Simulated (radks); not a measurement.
Q: Ru, configuration [Kr] 4d7 6s1 (not the ground configuration). All-electron calculation, scalar-relativistic Kohn-Sham, PBE, spin-unpolarised, spherical densities, finite nucleus; Fermi nuclear charge, rms radius 4.4809 fm. Program: a radial shooting solver on a logarithmic mesh with Libxc functionals. Some entries of the table are withheld. Estimate them.

orbital,occ.,eigenvalue (eV),<r^2> (bohr^2)
1s,2,-21940.71,0.001510
2s,2,-3157.936,0.02501
2p,6,-2828.732,0.01969
3s,2,-559.3267,0.1856
3p,6,-451.1230,(1)
3d,10,-277.0072,0.1767
4s,2,(2),1.179
4p,6,-50.4351,1.463
4d,7,-9.1388,3.341
6s,1,-1.4084,90.17

A: 
(1) 3p <r^2> (bohr^2): 0.1888
(2) 4s eigenvalue (eV): -80.3540
